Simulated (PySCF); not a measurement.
# Ionisation energy of Rh by level of theory

Rh [Kr] 4d8 5s1 [4d3/2^4 4d5/2^4 5s1/2^1, M_J = 9/2] → Rh⁺ [Kr] 4d8 [4d3/2^4 4d5/2^4, M_J = 4], as a difference of total energies. Calculation: PySCF 2.14, in x2c-TZVPPall-2c (8s9p7d2f1g, 93 functions); the two-component X2C-1e Hamiltonian. Correlated levels: [Ar] 3d10 frozen; the 6 highest virtual spinors dropped. "Screened" scales the spin-orbit matrix elements by Boettger's factors to mimic the two-electron term; Breit and QED terms are absent.

```csv
method,ionisation energy (eV),error (eV)
GHF (spin-free),6.311,-1.148
GMP2 (spin-free),7.387,-0.072
GHF (screened spin-orbit),6.311,-1.148
GMP2 (screened spin-orbit),7.387,-0.072
```

Reference: 7.459 eV (measured; NIST Atomic Spectra Database, ionization energies).

The spin-free rows relax to the high-spin LS determinant and lack the spin-orbit shift.

Errors of the correlated levels include the incompleteness of this basis and the frozen core.

The labels give the starting determinants; with spin-orbit coupling the two ends relaxed to ⟨J²⟩ = 24.76, ⟨L²⟩ = 12.05, ⟨S²⟩ = 3.75 and ⟨J²⟩ = 20.02, ⟨L²⟩ = 12.06, ⟨S²⟩ = 2.01.
